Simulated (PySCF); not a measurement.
## Electron correlation in Ca³⁺ (calcium, charge +3)

[Ne] 3s2 3p5, 2P determinant. All numbers are calculated (PySCF 2.14, scalar relativity by spin-free X2C-1e, in x2c-TZVPall (6s5p3d, 36 functions)). Frozen: [Ne] 3s2; 5 electrons correlated.

Total MP2 correlation energy: -91.03 mhartree.

Same-spin part -27.58 and opposite-spin part -63.45 mhartree; SCS-MP2 scales them by 1/3 and 6/5 to -85.33 mhartree.

| level | correlation energy (mhartree) |
| --- | --- |
| CCSD | -107.43 |
| (T) | -0.46 |
| CCSD(T) | -107.89 |

Diagnostics: T1 = 0.0019, D1 = 0.0030, largest double amplitude 0.033.

Cost of the coupled-cluster step: 0.53 s of wall time on 1 thread of Neoverse-N1 (shared host), for 5 correlated electrons.

Iterations:

```
CC2 = 0
CCSD nocc = (np.int64(3), np.int64(2)), nmo = (30, 30)
frozen orbitals [[0, 1, 2, 3, 4, 5], [0, 1, 2, 3, 4, 5]]
max_cycle = 100
direct = 0
conv_tol = 1e-08
conv_tol_normt = 1e-06
diis_space = 8
diis_start_cycle = 0
Init t2, MP2 energy = -0.0910284073481988
Init E_corr(UCCSD) = -0.0910284073521044
cycle = 1  E_corr(UCCSD) = -0.104639724691347  dE = -0.0136113173  norm(t1,t2) = 0.025123
cycle = 2  E_corr(UCCSD) = -0.10683530062796  dE = -0.00219557594  norm(t1,t2) = 0.00565063
cycle = 3  E_corr(UCCSD) = -0.107443415046143  dE = -0.000608114418  norm(t1,t2) = 0.00172664
cycle = 4  E_corr(UCCSD) = -0.107429686475021  dE = 1.37285711e-05  norm(t1,t2) = 0.000200298
cycle = 5  E_corr(UCCSD) = -0.107430491112397  dE = -8.04637376e-07  norm(t1,t2) = 1.5854e-05
cycle = 6  E_corr(UCCSD) = -0.107430404826542  dE = 8.6285855e-08  norm(t1,t2) = 2.09259e-06
cycle = 7  E_corr(UCCSD) = -0.107430416359907  dE = -1.15333644e-08  norm(t1,t2) = 3.00107e-07
cycle = 8  E_corr(UCCSD) = -0.107430415352174  dE = 1.00773273e-09  norm(t1,t2) = 4.3847e-08
UCCSD converged
E(UCCSD) = -677.2930035898146  E_corr = -0.107430415352174
UCCSD(T) correction = -0.000457449952160616
```
